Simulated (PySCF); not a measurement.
Vertical excitations of a molecule C5H5Cl from TDA-PBE0/def2-SVPD (PySCF), as energy in eV (oscillator strength): 6.18 (0.001), 6.51 (0.012), 6.62 (0.005), 6.83 (0.005), 7.05 (0.006), 7.26 (0.025), 7.38 (0.038), 7.61 (0.004), 7.66 (0.031), 7.76 (0.012). Lowest triplet (TDA): 5.08 eV. Geometry: PBE0-D3(BJ)/def2-SVP. The values are those of a single conformer.

Q: Pick the molecule that these values belong to.
A. C#C[C@H]1C[C@H]1Cl
B. C#CCC(=C)Cl
C. C#CC/C=C/Cl
D. ClC1=CCC=C1

A: A, C#C[C@H]1C[C@H]1Cl
